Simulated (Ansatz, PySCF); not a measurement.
Gas-phase reaction in SMILES: CC[Si](Cl)(Cl)Cl + C (CH4) + 3 [SiH4] (SiH4) -> CC (C2H6) [ethane] + C[SiH3] + 3 [SiH3]Cl
Each molecule is optimised on its own at B3LYP-D3(BJ)/def2-TZVP (Ansatz, a quantum-chemistry and plane-wave program), one conformer each, not searched for the lowest. Frequencies are from Ansatz or PySCF.
Geometry of the first species:
SMILES: CC[Si](Cl)(Cl)Cl
```xyz
11

C     -2.6970    -0.3837     0.4577
C     -1.5994    -0.7241    -0.5564
Si     0.0742    -0.0557    -0.1231
Cl     1.4471    -0.5787    -1.5534
Cl     0.7055    -0.7973     1.6833
Cl     0.0248     1.9915     0.0103
H     -3.6531    -0.8051     0.1442
H     -2.4625    -0.7844     1.4445
H     -2.8236     0.6950     0.5569
H     -1.8481    -0.3353    -1.5481
H     -1.4889    -1.8069    -0.6652
```
Charge 0, spin multiplicity 1.

Wanted: bond separation energy (0 K, with B3LYP-D3(BJ) harmonic zero-point energies), in kcal/mol. Correlated levels leave the core frozen unless marked. No spin-orbit coupling. Non-relativistic unless marked X2C. Basis-set limits of correlation are two-point, X^-3; Hartree-Fock from the larger set. The bracket is a focal-point correction in the basis named.

```
level                                                                 program  bond separation energy (kcal/mol)
-------------------------------------------------------------  --------------  ---------------------------------
PBE-D4/def2-TZVPD                                              Ansatz + dftd4                               12.4
PBE0-D3(BJ)/def2-TZVPD                                         Ansatz + dftd3                               11.0
BHLYP/def2-TZVPD                                                       Ansatz                                [?]
CAM-B3LYP/def2-TZVPD                                                   Ansatz                                [?]
wB97X/def2-TZVPD                                                       Ansatz                                8.9
B2GP-PLYP-D4/def2-TZVPD                                        Ansatz + dftd4                               10.9
B2PLYP-D4/def2-TZVPD                                           Ansatz + dftd4                                [?]
SCS-MP2/aug-cc-pV(T+d)Z                                                Ansatz                               10.6
CCSD/STO-3G                                                            Ansatz                               -1.6
X2C-CCSD(T)/cc-pVTZ-DK                                                 Ansatz                                [?]
RI-MP2/CBS(cc-pV(T+d)Z,cc-pV(Q+d)Z)+[CCSD(T)-MP2]/cc-pV(T+d)Z          Ansatz                               10.7
```

**Question.** What belongs in the gaps?

**Answer.** 
- BHLYP/def2-TZVPD, bond separation energy (kcal/mol): 6.1
- CAM-B3LYP/def2-TZVPD, bond separation energy (kcal/mol): 7.6
- B2PLYP-D4/def2-TZVPD, bond separation energy (kcal/mol): 11.2
- X2C-CCSD(T)/cc-pVTZ-DK, bond separation energy (kcal/mol): 10.8
